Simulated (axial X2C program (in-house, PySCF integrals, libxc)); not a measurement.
# Outer orbitals of InTe at 2.852 Å, PBE0

Calculated with an axial X2C code built on PySCF integrals. Spin-free means the one-electron spin-free X2C Hamiltonian; two-component (2c) means X2C with spin–orbit coupling and atomic mean-field two-electron Coulomb and Gaunt terms, so the difference of the two also holds small scalar two-electron terms. Basis: Te dyall-cv3z [11s12p8d4f1g], In dyall-cv3z [11s12p9d4f1g] (cores contracted in-house); Gaussian nuclei, density fitting, unrestricted open shells. Masses: Te 129.906 u, In 114.904 u.

The distance is close to the 2c PBE0 minimum; the highest filled and lowest empty levels are listed.

Spin-free orbitals, state M_S = 1/2, Λ = 1 (beyond evenly filled blocks: π+α, π+β, π-α) (Löwdin shares):

```
symmetry  occupied  ε (eV)              atomic character
     δ-α       yes  -21.55                     100% In d
     δ+α       yes  -21.55                     100% In d
     δ+β       yes  -21.55                     100% In d
     δ-β       yes  -21.55                     100% In d
      σα       yes  -21.42                      99% In d
      σβ       yes  -21.42                      99% In d
     π+β       yes  -21.40                     100% In d
     π-α       yes  -21.40                     100% In d
     π+α       yes  -21.40                     100% In d
     π-β       yes  -21.39                     100% In d
      σα       yes  -16.44    83% Te s, 7% In p, 5% In d
      σβ       yes  -15.53    82% Te s, 7% In p, 6% In s
      σα       yes   -9.83   67% In s, 26% Te p, 4% Te s
      σβ       yes   -9.73   69% In s, 24% Te p, 4% Te s
     π-α       yes   -6.75    90% Te p, 6% In p, 3% In d
     π+α       yes   -6.75    90% Te p, 6% In p, 3% In d
      σα       yes   -6.15  51% Te p, 27% In p, 19% In s
      σβ       yes   -5.95  52% Te p, 29% In p, 16% In s
     π+β       yes   -5.93    87% Te p, 9% In p, 3% In d
     π-β        no   -4.07   81% Te p, 15% In p, 3% In d
     π+α        no   -1.89    90% In p, 6% Te p, 3% Te d
     π-α        no   -1.89    90% In p, 6% Te p, 3% Te d
     π+β        no   -1.82    87% In p, 9% Te p, 3% Te d
```

Spinors with spin–orbit coupling (state Ω = 3/2):

| ω | occupied | ε (eV) | atomic character | λ mixture |
| --- | --- | --- | --- | --- |
| -3/2 | yes | -22.00 | 100% In d | 85% δ, 15% π |
| 3/2 | yes | -22.00 | 100% In d | 85% δ, 15% π |
| 1/2 | yes | -21.88 | 100% In d | 59% π, 41% σ |
| -1/2 | yes | -21.88 | 100% In d | 59% π, 41% σ |
| 5/2 | yes | -21.19 | 100% In d | 100% δ |
| -5/2 | yes | -21.19 | 100% In d | 100% δ |
| 3/2 | yes | -21.07 | 100% In d | 85% π, 15% δ |
| -3/2 | yes | -21.06 | 100% In d | 85% π, 15% δ |
| 1/2 | yes | -21.05 | 99% In d | 59% σ, 41% π |
| -1/2 | yes | -21.05 | 99% In d | 59% σ, 41% π |
| 1/2 | yes | -16.39 | 83% Te s, 7% In p, 5% In d | 100% σ |
| -1/2 | yes | -15.52 | 82% Te s, 7% In p, 6% In s | 100% σ |
| 1/2 | yes | -9.82 | 67% In s, 27% Te p, 4% Te s | 100% σ |
| -1/2 | yes | -9.71 | 68% In s, 24% Te p, 4% Te s | 100% σ |
| -1/2 | yes | -7.04 | 88% Te p, 6% In p, 3% In d | 94% π, 6% σ |
| 3/2 | yes | -6.47 | 89% Te p, 7% In p, 3% In d | 100% π |
| 1/2 | yes | -6.42 | 71% Te p, 14% In p, 11% In s | 53% π, 47% σ |
| 1/2 | yes | -5.88 | 66% Te p, 22% In p, 8% In s | 52% σ, 48% π |
| -1/2 | yes | -5.87 | 53% Te p, 29% In p, 14% In s | 94% σ, 6% π |
| -3/2 | no | -3.85 | 80% Te p, 16% In p, 3% In d | 100% π |
| -1/2 | no | -1.97 | 90% In p, 6% Te p, 3% Te d | 99% π, 1% σ |
| 1/2 | no | -1.91 | 87% In p, 8% Te p, 3% Te d | 99% π, 1% σ |
| 3/2 | no | -1.77 | 89% In p, 6% Te p, 3% Te d | 100% π |

Question: How does the gap between the highest filled and lowest empty level change from the spin-free to the 2c table?

Answer: From 1.86 to 2.02 eV at PBE0, a change of 0.16 eV.

Mulliken charges and populations of the two-component result (they depend on the basis, above all on diffuse functions):

Te -0.31 e (s 9.97 p 22.32 d 20.02), In 0.31 e (s 9.95 p 18.68 d 20.05 f 0.01). ⟨Lz⟩ = 1.00 ħ and ⟨Sz⟩ = 0.50 ħ (0.50 and 0.00 on the two atoms), which add up to Ω.

The state is one determinant whose occupation by symmetry is held fixed; it was picked as the lowest of a PBE0 search that is not exhaustive. Density functionals use the spin component along the axis (collinear). PBE0 can misorder states that lie within some tenths of an eV, so this need not be the ground state of the molecule. The nearest other spin-free determinant of the search, M_S = 1/2, Λ = 0, lies 0.22 eV up at the distance of the search. The functionals have no current-density term, which raises determinants with orbital currents, atoms included.
